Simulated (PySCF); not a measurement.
A GIAO shielding run with PySCF 2.14.0 with density-fitted response routines (density fitting, non-relativistic, gas phase) on SMILES C=CO[SiH2]C#N, C3H5NOSi:

```
$ OMP_NUM_THREADS=1 python probes_run.py task.json out

{"job": {"kind": "nmr", "xc": "LC-wPBE", "basis": "pcSseg-2", "pop": false}, "charge": 0, "multiplicity": 1}
C      2.338224    -0.206563     0.301151
C      1.093397     0.107919    -0.046003
O      0.007302    -0.455446     0.548795
Si    -1.544001    -0.556077    -0.028023
C     -2.033931     1.118569    -0.683315
N     -2.317157     2.164691    -1.095814
H      2.537132    -0.951212     1.074789
H      3.176476     0.292725    -0.185230
H      0.873863     0.862690    -0.813022
H     -2.422781    -0.894521     1.112133
H     -1.670593    -1.508382    -1.161431
```

Hardware: 1 thread of an Arm Neoverse V2, shared host.

(1) How large is the calculation?

(2) How long does it take, and how much memory does it need?

(3) And these other runs on the same molecule and hardware: GIAO shielding at B97-2/pcSseg-2; GIAO shielding at BHandHLYP/pcSseg-2; GIAO shielding at CAM-B3LYP/pcSseg-2; GIAO shielding at PBE0/6-31G; GIAO shielding at PBE0/STO-3G; GIAO shielding at PBE0/pcSseg-2?

Results:

(1) 52 electrons, 293 basis functions and 808 auxiliary functions.

(2) 52 s of wall time, with 14 SCF cycles and 7 response iterations; peak memory 1.2 GiB. Times on a shared host scatter by some tens of per cent.

(3) B97-2/pcSseg-2: 293 functions, 31 s; BHandHLYP/pcSseg-2: 293 functions, 29 s; CAM-B3LYP/pcSseg-2: 293 functions, 42 s; PBE0/6-31G: 68 functions, 5.1 s; PBE0/STO-3G: 39 functions, 2.6 s; PBE0/pcSseg-2: 293 functions, 29 s.
